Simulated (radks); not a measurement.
Neutral terbium inside a hard spherical wall (all orbitals vanish at R), configuration held at [Xe] 4f9 6s2 and not refilled when levels cross. Calculated with a radial shooting solver on a logarithmic mesh with Libxc functionals: scalar-relativistic Kohn-Sham, r2SCAN, spin-polarised, spherical densities, finite nucleus; open shells are filled with parallel spins first (spin-orbit coupling, left out, can overturn this in heavy ions); meta-GGA in the generalised Kohn-Sham scheme; Fermi nuclear charge, rms radius 5.06 fm. Eigenvalues in eV for spin up, with the zero of energy where the potential of the charges vanishes at infinity; a dash marks a level that is unbound or too diffuse for the functional's potential to be trusted. A positive occupied level is held by the wall or, in an anion where self-interaction has pushed it up, behind a barrier. The pressure on the wall is -dE/dV.

| R (bohr) | E (hartree) | kinetic (hartree) | e(5s) | e(5p) | e(4f) | e(6s) | e(5d, empty) | e(6p, empty) | pressure (GPa) |
|---|---|---|---|---|---|---|---|---|---|
| 15 | -11709.4290 | 12601.616 | -50.154 | -26.609 | -4.899 | -3.895 | -1.369 | -1.082 | 0.000205 |
| 12 | -11709.4286 | 12601.620 | -50.117 | -26.572 | -4.861 | -3.869 | -1.337 | -1.022 | 0.00640 |
| 10 | -11709.4261 | 12601.641 | -49.968 | -26.425 | -4.713 | -3.757 | -1.204 | -0.788 | 0.0642 |
| 8 | -11709.4101 | 12601.740 | -49.399 | -25.866 | -4.152 | -3.267 | -0.686 | 0.121 | 0.641 |
| 6 | -11709.3092 | 12602.185 | -47.674 | -24.200 | -2.427 | -1.167 | 1.028 | 3.631 | 7.25 |
| 2 | -11687.6669 | 12674.905 | 10.779 | 41.433 | 61.035 | 194.37 | 90.197 | 230.76 | 27300 |
| 1.5 | -11637.6096 | 12824.671 | 113.56 | 160.74 | 135.92 | 500.79 | 234.30 | 554.85 | 201000 |
